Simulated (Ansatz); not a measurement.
CAlClN, SMILES `[C-]#[N+][Al-][Cl]` (lower singlet) (charge -1, multiplicity 1). This singlet lies 1.77 eV below the relaxed triplet at the level frozen-core CCSD(T)/aug-cc-pVDZ // PBE0-D3(BJ)/def2-TZVPD (Ansatz, a program for electronic structure).

The numbers are results of Ansatz with BLYP/aug-cc-pVTZ // PBE0-D3(BJ)/def2-TZVPD, not measurements.

Ansatz 0.2 input:
```yaml
crystal:
  periodic: [false, false, false]
  atoms:
    - { symbol: C, position_ang: [-2.022452, 0.065239, 0.378124] }
    - { symbol: N, position_ang: [-0.871748, 0.198298, 0.53941] }
    - { symbol: Al, position_ang: [0.924154, 0.836893, 0.933927] }
    - { symbol: Cl, position_ang: [1.970052, -1.100426, 0.398314] }
basis:
  gaussian: { orbitals: aug-cc-pVTZ }
hamiltonian:
  xc: blyp
total_charge: -1
```

Output:

```
Functional definition: BLYP
1098 factors; their error is unknown
mean field evaluation 1: about -21647.9840 eV, gradient 3.6e1 eV
mean field evaluation 2: about -21639.2979 eV, gradient 6.8e1 eV
mean field evaluation 4: about -21650.5795 eV, gradient 1.2e1 eV
mean field evaluation 8: about -21650.8466 eV, gradient 1.3e-1 eV
mean field evaluation 16: about -21650.8466 eV, gradient 2.4e-5 eV
mean field -21650.84659127 eV, -795.6539367582 hartree, gradient 2.4e-5 eV, S^2 0.000000; 0 other end points of the search recorded, 0 dependent functions left out
reference -21650.84689289 eV, -795.6539478427 hartree; 22, 22 occupied and 170, 170 virtual orbitals, 1098 factors
Total energy: -21650.84689289 eV, -795.6539478427 hartree
```
